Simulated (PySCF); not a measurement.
**Computed properties of C3H11BSi, SMILES CB(C)C[SiH3]**

C₃H₁₁BSi, SMILES CB(C)C[SiH3]. Geometry optimised at PBE0-D3(BJ)/def2-SVP. This is a generated structure with no PubChem entry under its InChIKey; it may be hypothetical. Other conformers were not sampled. All values are computed for the isolated molecule unless a solvent is named; none is compared with measurement here.

**Structure.** All 42 harmonic modes at PBE0-D3(BJ)/def2-SVP (PySCF) are real, so it is a minimum. With heavy atoms numbered as in [SiH3:1][CH2:2][B:3]([CH3:4])[CH3:5], the shortest bond between them is C2–B3 at 1.564 Å and the longest Si1–C2 at 1.889 Å.

**Vibrations.** The strongest infrared lines (harmonic, unscaled, degenerate partners summed) lie at 928 cm⁻¹ (220 km/mol, H 82 %), 1200 cm⁻¹ (165 km/mol, B 49 %, H 33 %, C 18 %), 1332 cm⁻¹ (131 km/mol, H 50 %, C 30 %, B 20 %). The softest mode is at 55 cm⁻¹ and the zero-point energy is 81.0 kcal/mol.

**Electronic structure.** M06-2X/def2-TZVP (PySCF) places the frontier levels at -9.56 and 0.44 eV, a gap of 10.00 eV, and gives a dipole moment of 0.61 D and a mean polarisability of 77.3 bohr³. PBE/def2-TZVP (PySCF) at the same geometry gives -7.09 and -1.40 eV, so its gap is 4.31 eV narrower. An orbital gap is neither the optical nor the fundamental gap.

**Excitations.** TDDFT-CAM-B3LYP/def2-SVPD (PySCF) has S1 at 6.52 eV (190 nm, f = 0.030, weak); the most intense of the 10 singlets computed lies at 8.78 eV (f = 0.14). T1 (TDA) is at 5.98 eV. TDDFT-PBE/def2-SVPD (PySCF) puts S1 at 5.90 eV. No vertical singlet excitation falls in the visible range (under 3.1 eV).

**NMR.** GIAO shifts at PBE0/pcSseg-1 (PySCF) (non-relativistic, atoms alike by connectivity averaged): ¹³C from 17.3 to 20.2 ppm against TMS; ¹H from 1.1 to 4.2 ppm against TMS; ²⁹Si at -69.4 ppm against TMS; ¹¹B at 72.4 ppm against BF3.
